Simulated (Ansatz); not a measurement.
Cartesian coordinates (Å):
```xyz
5

C      1.0821     0.0994    -0.0296
C     -0.0720    -0.1459     0.1951
O     -1.2946    -0.4818     0.5012
H      2.0960     0.3311    -0.2415
H     -1.9204     0.0696     0.0109
```
Charge 0, multiplicity 1.

All values below come from frozen-core CCSD(T)/cc-pVTZ // r2SCAN-D4/def2-TZVP (Ansatz, a program for electronic structure).

```
Quantity                        Value
----------------------  -------------
HF energy               -151.72750 Ha
MP2 correlation energy    -0.54198 Ha
```

### Question
Estimate the CCSD correlation energy, the (T) correction, the total energy and the T1 diagnostic.

### Answer

| Quantity | Result |
|---|---|
| CCSD correlation energy | -0.55073 Ha |
| (T) correction | -0.02541 Ha |
| CCSD(T) total energy | -152.30365 Ha |
| T1 diagnostic | 0.013 |
